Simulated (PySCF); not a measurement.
## Unknown compound

Molecular formula: C₅H₁₂N₂Si. Simulated spectra:

1H NMR (400 MHz, computed): δ 6.19 (t, 1H), 4.78 (sept, 1H), 3.24 (m, 2H), 2.58 (m, 2H), 0.34 (d, 6H).

13C{1H} NMR (computed): δ 126.4 (CH), 48.0 (CH2), 35.1 (CH2), -1.9 (CH3, 2C).

No solvent, a single conformation, averaged over atoms made equivalent by symmetry, fast rotation or ring inversion, non-relativistic. GIAO KT3/pcSseg-1 shieldings; structure optimised with PBE0-D3(BJ)/def2-SVP; PySCF.

Chemical shifts δ = σref − σ; TMS for 1H and 13C, all at this level.

Problem. Propose a structure and justify it.

Solution. 
- Rings plus π bonds: 2 (1 ring in the answer).
- 4 carbon signals for 5 carbons: some carbons are equivalent by symmetry or fast rotation.
- Carbon types of the structure: 1 × CH, 2 × CH2, 2 × CH3, leaving 1 H on heteroatoms.
- δC 126.4: C=N carbon.
- δC 48.0: sp3 CH2 bonded to N; the inductive effect lowers its shielding.
- δC 35.1: sp3 CH2 in a ring; a saturated carbon with 2 carbon neighbours and no heteroatom attached.
- δC -1.9: methyl carbon bonded to Si; an electropositive neighbour leaves it electron-rich and shielded.
- δH 4.78: hydrogen on a silicon bonded to 2 C, N.
- δH 3.24: hydrogen on an sp3 CH2 bonded to N; its carbon carries N, which withdraws density.
- δH 0.34: hydrogen on a methyl carbon bonded to Si; an electropositive neighbour shields it, as in TMS itself.

These data were computed for SMILES C[SiH](C)N1CCC=N1.

This is the structure that produced the data.

Shifts are as computed, not scaled to solution data. Of 1313 compounds with measured shifts, 239 miss one by over three times the rms of a fit or turn the order of signals round; such compounds aren't used in these exercises. No couplings were computed; multiplicities are counted from neighbouring protons, with m where these are inequivalent, close in shift, in a saturated or five-membered ring or joined by F or P, and br s for small geminal =CH2 splittings.
